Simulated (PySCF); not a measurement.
Vertical excitations of a molecule C3H8N, multiplicity 2 from TDA-PBE/def2-SVPD (PySCF), as energy in eV (oscillator strength): 2.90 (0.017), 3.82 (0.003), 4.03 (0.007), 4.63 (0.005), 4.80 (0.017), 4.86 (0.024), 5.04 (0.042), 5.21 (0.085), 5.66 (0.000), 5.74 (0.039). Geometry optimised at PBE-D3(BJ)/def2-SVP. The values are those of a single conformer.

Question: Pick the molecule that these values belong to.
(A) CC(C)[NH]
(B) CC[N]C
(C) [CH2]N(C)C
(D) [CH2]C(C)N

Answer: C, [CH2]N(C)C
